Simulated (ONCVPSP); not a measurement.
**lutetium: variants of one ONCV potential**

Base potential:

| Item | Value |
| --- | --- |
| Element | lutetium |
| Generator | ONCVPSP 4.0.1 |
| Type | optimised norm-conserving Vanderbilt (ONCV) |
| Functional | PBEsol |
| Relativity | non-relativistic |
| Frozen core | [Kr] 4d10 |
| Valence charge | 25 |
| Reference configuration | 4f14 5s2 5p6 5d1 6s1.75 (charge +0.25) |
| Partial waves | 5s+6s: rc 2.15 bohr, ncon 4, nbas 8, qcut 5.1 1/bohr, 2 projectors; 5p: rc 1.60 bohr, ncon 3, nbas 7, qcut 5.3 1/bohr, 3 projectors, debl 4 Ha; 5d: rc 3.10 bohr, ncon 4, nbas 8, qcut 5.9 1/bohr, 1 projector; 4f: rc 1.15 bohr, ncon 5, nbas 10, qcut 12.6 1/bohr, local |
| Local potential | the f channel |
| Core correction | polynomial model core, fcfact 0.35 |

All-electron outer shells of the reference configuration (PBEsol, non-relativistic, ld1.x):

| shell | level (eV) | outermost node (bohr) | outermost maximum (bohr) |
| --- | --- | --- | --- |
| 4d | -195.09 | 0.23 | 0.48 |
| 5s | -52.34 | 0.61 | 1.13 |
| 5p | -31.64 | 0.63 | 1.24 |
| 4f | -16.77 | – | 0.46 |
| 6s | -5.35 | 1.55 | 3.32 |
| 5d | -4.06 | 0.69 | 1.78 |

Cutoffs, loose and tight: the cutoffs (Ha) at which the residual kinetic energy of the hardest occupied pseudo-wave falls to 1 and 0.1 mHa per electron. They do not see the model core or the augmentation charge, which bear on the density cutoff. Test errors are all-electron minus pseudo excitation energies from the reference, over the configurations 4f14 5s2 5p6 5d1 6s2; 4f14 5s2 5p6 5d1 6s1; 4f14 5s2 5p6 5d1 6s0; 4f13 5s2 5p6 5d2 6s1. A dash means not determined; rows that change the core or the reference have their own tests. The largest error is taken over the tests solved by every variant that gives reliable tests at all: 4f14 5s2 5p6 5d1 6s0; 4f14 5s2 5p6 5d1 6s1; 4f14 5s2 5p6 5d1 6s2.

A true bound ghost makes a file unfit for plane-wave use even where its test errors are small: the radial tests pick states by their node count and pass the ghost by.

```csv
change,outcome,"cutoff, loose","cutoff, tight",bound ghosts,GHOST(+) flags above zero,largest test error (meV)
base,generated,280 Ha,327 Ha,s,"p, d",-2.7
"core correction polynomial model core, fcfact 0.38",generated,280 Ha,327 Ha,s,"p, d",-2.7
p: qcut 4.5,generated,280 Ha,327 Ha,s,"p, d",-2.7
"all radii but the core radius scaled by about 0.87 (s 1.88, p 1.40, d 2.70, f 1.00 bohr)",generated,419 Ha,456 Ha,"s, p","s, d",-0.8
s: rc 2.38,generated,280 Ha,327 Ha,s,"p, d",-3.3
"d: ncon 3, nbas 7",generated,280 Ha,327 Ha,s,"p, d",-2.9
s: qcut 3.8; p: qcut 3.9; d: qcut 4.4; f: qcut 9.3,generated,338 Ha,404 Ha,"s, p","s, p, d",-7.0
```
